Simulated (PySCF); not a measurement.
**Ionisation energy of Ta by level of theory**

Ta [Xe] 4f14 5d3 6s2 (4F) → Ta⁺ [Xe] 4f14 5d3 6s1 (5F), as a difference of total energies. Calculation: PySCF 2.14, in aug-cc-pVDZ-PP with ECP60MDF (5s5p4d2f, 54 functions); scalar relativity through the core potential. Correlated levels: valence: 5s2 5p6 frozen. The calculations carry no spin-orbit coupling.

```json
{"method": "UHF", "ionisation energy (eV)": "5.760"}
{"method": "MP2 (valence)", "ionisation energy (eV)": "6.869"}
{"method": "SCS-MP2 (valence)", "ionisation energy (eV)": "7.080"}
{"method": "CCSD (valence)", "ionisation energy (eV)": "7.122"}
{"method": "CCSD(T) (valence)", "ionisation energy (eV)": "7.219"}
```

Errors of the correlated levels include the incompleteness of this basis and the frozen core.

Task: Which method comes closest to the reference value, and which is furthest?

Result: The reference is 7.573 eV (measured; NIST levels, between the centres of gravity of the two terms). Closest: CCSD(T) (valence) (error -0.354 eV); furthest: UHF (error -1.813 eV).
